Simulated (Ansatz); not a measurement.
Born–Oppenheimer molecular dynamics of a periodic cell of 20 atoms, HCl (contents 10 HCl, density as packed 1.19 g/cm³ with natural masses). It starts from a partly relaxed structure (largest force component 0.18 eV/Å).

Theory: DFT PBE-D3(BJ), scalar-relativistic, plane waves, PAW (Ansatz 0.2.0). Settings: accuracy low, cutoff 420 eV, k mesh 1x1x1, fermi-dirac smearing 0.02 eV, no spin polarisation.

```yaml
ensemble: NVT, Langevin thermostat
time_step: 0.5 fs
steps_asked: 300
set_temperature: 500 K
friction: 0.02 /fs
seed: 719535
```

First frame:

```xyz
20
Lattice="7.9896 0.0000 0.0000 0.0000 7.9896 0.0000 0.0000 0.0000 7.9896" Properties=species:S:1:pos:R:3
Cl 3.612 1.540 2.772
H 4.581 1.890 1.989
Cl 4.061 6.159 4.400
H 4.128 7.275 3.745
Cl 4.614 3.674 7.518
H 5.261 2.880 6.693
Cl 0.776 7.457 3.510
H 0.045 8.436 2.999
Cl 0.379 4.325 5.474
H -0.009 5.502 5.102
Cl 6.533 6.656 0.286
H 5.977 5.543 -0.087
Cl 7.341 2.244 2.047
H 8.024 2.001 0.941
Cl 2.405 6.469 0.520
H 1.782 6.722 1.650
Cl 1.274 1.408 7.192
H 1.665 0.225 7.657
Cl 6.104 1.244 5.452
H 7.215 1.086 6.127
```

(1) What does the run give?

(2) What happens to the structure?

(3) How do temperature and energy run in time?

## Answers

(1) The run went to its last step.

* steps done: 300
* time covered: 150 fs
* mean temperature over the second half: 552 K
* spread of the potential energy over the second half: 7.2 meV per atom
* mean potential energy of the second half above the start: 45.7 meV per atom

The mean temperature of the second half is 10 % above the set value. A run of 0.15 ps of so small a system gives no equilibrium averages. Limits of this set-up: coarse k mesh, low accuracy level.

(2) Mean squared displacements from the first frame to the last, about the centre of mass: Cl 0.11 Å², H 1.12 Å². This is one draw of velocities; another would differ in detail.

(3) 
```tsv
time (fs)	T (K)	potential energy less start (eV)
0.0	475	0.000
5.0	352	0.472
10.0	344	0.428
15.0	301	0.522
20.0	297	0.699
25.0	263	0.653
30.0	343	0.580
35.0	282	0.838
40.0	396	0.674
45.0	381	0.655
50.0	286	0.807
55.0	243	0.756
60.0	327	0.584
65.0	351	0.619
70.0	335	0.744
75.0	354	0.785
80.0	396	0.789
85.0	504	0.812
90.0	559	0.888
95.0	515	0.809
100.0	661	0.825
105.0	596	0.835
110.0	562	0.855
115.0	604	0.831
120.0	589	0.805
125.0	623	0.921
130.0	604	0.922
135.0	590	1.082
140.0	548	1.192
145.0	553	1.022
150.0	587	1.170
```

The run took 6 min on 1 thread of Intel(R) Xeon(R) Platinum 8488C (Sapphire Rapids), on a shared host, peak memory 0.51 GiB.
